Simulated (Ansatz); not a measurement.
Consider the isomerisation: `N[SiH2]/C=C/[SiH3]` → `NC1C[SiH2][SiH2]1`.

Gas-phase electronic energies from Ansatz, PBE0-D4/def2-TZVP geometries. CBS: MP2 limit from def2 TZ/QZ plus the TZ coupled-cluster correction, frozen cores. DFT in def2-TZVPP. B3LYP here is the variant with VWN-RPA as its local correlation; programs differ in this. One conformer a species, not always the lowest.

```tsv
level	ΔE (kJ/mol)	difference from CCSD(T)/CBS
r2SCAN-D4	80.9	-11.6
PBE0-D4	61.5	-31.0
B3LYP-D4	100.3	7.8
ωB97X-V	77.9	-14.6
ωB97M-V	88.6	-3.9
B2PLYP	102.9	10.4
r2SCAN	81.5	-11.0
PBE0	64.4	-28.1
B3LYP	106.2	13.7
HF/def2-TZVPP	137.1	44.6
MP2/def2-TZVPP	90.5	-2.0
SCS-MP2/def2-TZVPP	101.7	9.2
HF/def2-QZVPP	138.9	46.4
SCS-MP2/def2-QZVPP	103.0	10.5
HF/CBS(def2)	139.1	46.6
MP2/CBS(def2)	91.4	-1.1
CCSD(T)/CBS	92.5	0
```

Largest T1 diagnostic among the species: 0.012.

The D4 term adds −5.9 kJ/mol with B3LYP and −2.9 kJ/mol with PBE0; it sums over pairs of atoms, weighted by their polarisabilities, and B3LYP, whose exchange is more repulsive, gets the larger term. In def2-TZVPP, CCSD(T) changes the Hartree–Fock value by −45.5 kJ/mol (the triples alone add −4.1 kJ/mol) and MP2 by −46.6 kJ/mol.

CCSD(T)/CBS has its own doubt, a few kJ/mol and more with outer-core shells, so smaller differences from it don't rank the levels.
